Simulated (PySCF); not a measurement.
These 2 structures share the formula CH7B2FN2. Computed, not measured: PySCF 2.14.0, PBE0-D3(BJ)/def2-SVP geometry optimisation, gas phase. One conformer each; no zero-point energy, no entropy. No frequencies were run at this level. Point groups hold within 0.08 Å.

Problem. Rank from lowest to highest electronic energy at this level (kcal/mol).
A. `[BH2:1][NH:2][B:3]([F:4])[NH:5][CH3:6]` with B1–N2–B3–F4 179°, N2–B3–N5–C6 180°
B. `[BH2:1][N:2]([CH3:3])[B:4]([NH2:5])[F:6]` with B1–N2–B4–N5 0°

Solution. A (0.0), B (2.0).

Neighbours under 2.5 kcal/mol apart (BNB(F)NC and BN(C)B(N)F) can change places with a better method, another conformer or zero-point energy.

```csv
SMILES,E (Eh),E rel (kcal/mol),dipole (D),point group,"A, B, C (MHz)"
BNB(F)NC,-300.97760,0.0,1.04,Cs,"5847, 2459, 1750"
BN(C)B(N)F,-300.97437,2.0,0.97,Cs,"4919, 3311, 2004"
```

Problem. How do the relative energies change in single points at B3LYP/pcSseg-1 (no added dispersion term) on the same geometries?

Solution. 
```
    SMILES  PBE0-D3(BJ)/def2-SVP (kcal/mol)  B3LYP/pcSseg-1 (kcal/mol)  shift
  BNB(F)NC                              0.0                        0.0    0.0
BN(C)B(N)F                              2.0                        2.1   +0.1
```

Each column counts from its own lowest isomer. The order is unchanged; the largest shift is 0.1 kcal/mol.
